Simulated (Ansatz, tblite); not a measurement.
Forces on BMe2(hfac) (C7H7BF6O2) at its r2SCAN-D4/def2-SVP geometry. Charge 0, multiplicity 1.

The xTB rows come from tblite. Single mean-field runs in def2-TZVP are fitted with def2-universal-jkfit.

GFN2-xTB (tblite), largest force 1.10 eV/Å:

```xyz
23
positions Å, forces eV/Å
B     0.276   -0.154    1.305   -0.137    0.082   -0.803
C    -0.223   -1.457    2.062   -0.197   -0.585    0.505
H    -0.784   -2.144    1.406    0.250    0.296    0.308
H    -0.884   -1.189    2.903    0.288   -0.195   -0.376
H     0.628   -2.018    2.482   -0.435    0.210   -0.181
C     1.105    0.961    2.074    0.386    0.477    0.510
H     1.391    1.806    1.424   -0.118   -0.371    0.306
H     2.031    0.540    2.498   -0.408    0.256   -0.183
H     0.519    1.372    2.913    0.322   -0.137   -0.374
O    -0.989    0.544    0.655   -0.180    0.098   -0.582
C    -1.186    0.655   -0.592    0.568   -0.321    0.888
C    -2.495    1.360   -0.948    0.260   -0.136   -0.065
F    -2.537    2.564   -0.378   -0.191   -0.003   -0.142
F    -3.530    0.643   -0.504   -0.096    0.173   -0.132
F    -2.621    1.510   -2.272   -0.209    0.099    0.158
C    -0.327    0.186   -1.585   -0.028    0.017   -0.452
C     0.838   -0.453   -1.143   -0.194    0.111    1.042
C     1.830   -0.987   -2.182   -0.325    0.173    0.127
F     2.863   -1.588   -1.614    0.044   -0.020   -0.206
F     2.277    0.028   -2.936    0.107   -0.200   -0.088
F     1.209   -1.858   -2.990    0.230    0.015   -0.081
O     1.156   -0.631    0.065   -0.042    0.022   -0.611
H    -0.547    0.310   -2.643    0.104   -0.060    0.431
```

PBE0-D4/def2-TZVP (Ansatz), largest force 0.66 eV/Å:

```
B -0.069 0.039 -0.233
C -0.045 -0.138 0.107
H 0.144 0.174 0.173
H 0.172 -0.076 -0.219
H -0.227 0.143 -0.108
C 0.091 0.112 0.108
H -0.071 -0.215 0.172
H -0.241 0.115 -0.109
H 0.158 -0.104 -0.217
O -0.004 0.001 -0.500
C 0.525 -0.295 0.261
C -0.134 0.074 -0.054
F -0.023 -0.248 -0.162
F 0.200 0.176 -0.127
F -0.013 -0.015 0.347
C -0.023 0.014 0.134
C -0.320 0.177 0.543
C 0.088 -0.049 -0.116
F -0.228 0.133 -0.186
F -0.054 -0.246 0.156
F 0.180 0.168 0.167
O -0.191 0.107 -0.514
H 0.083 -0.047 0.378
```

CAM-B3LYP-D4/def2-TZVP (Ansatz), largest force 0.73 eV/Å:

```
B -0.043 0.024 -0.061
C -0.041 -0.139 0.129
H 0.173 0.212 0.203
H 0.204 -0.092 -0.268
H -0.273 0.171 -0.135
C 0.094 0.109 0.130
H -0.088 -0.261 0.201
H -0.289 0.139 -0.137
H 0.189 -0.123 -0.267
O 0.024 -0.014 -0.647
C 0.571 -0.322 0.217
C -0.032 0.020 -0.001
F -0.028 -0.183 -0.136
F 0.143 0.141 -0.108
F -0.024 -0.004 0.267
C -0.029 0.018 0.220
C -0.355 0.197 0.558
C 0.021 -0.013 -0.019
F -0.170 0.099 -0.160
F -0.027 -0.194 0.110
F 0.151 0.120 0.119
O -0.270 0.151 -0.663
H 0.097 -0.056 0.449
```
